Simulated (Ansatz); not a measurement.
C2H2ClGe (`[C]#[C][GeH2][Cl]`) radical. The species carries charge 0 and has multiplicity 2.

```
atom   x (Å)   y (Å)   z (Å)
  C1   0.543   1.162  -2.212
  C2   0.285   0.582  -1.181
 Ge3  -0.116  -0.381   0.403
 Cl4  -0.273   1.040   2.003
  H5   1.034  -1.332   0.732
  H6  -1.472  -1.071   0.255
```

Question: List the harmonic frequencies (cm⁻¹, unscaled) at PBE0-D4/def2-TZVP in Ansatz. (An estimate is asked.)

Answer: Ansatz gave: 97, 155, 248, 431, 522, 528, 658, 773, 860, 2164, 2197, 2203.

Question: Is this a minimum?

Answer: Yes, all 12 modes are real.

Question: Give the ideal-gas thermochemistry at 298.15 K and 1 bar (rigid rotor, harmonic oscillator; point group Cs, symmetry number 1).

Answer: Zero-point energy 64.8 kJ/mol; H(298) − E = 82.2 kJ/mol; entropy 332.2 J/(mol·K), of which translation 169.9, rotation 111.8, vibration 44.7, electronic 5.8; G(298) − E = -16.9 kJ/mol. Modes under 100 cm⁻¹ are hindered rotations or soft bends, so the harmonic entropy is rough.
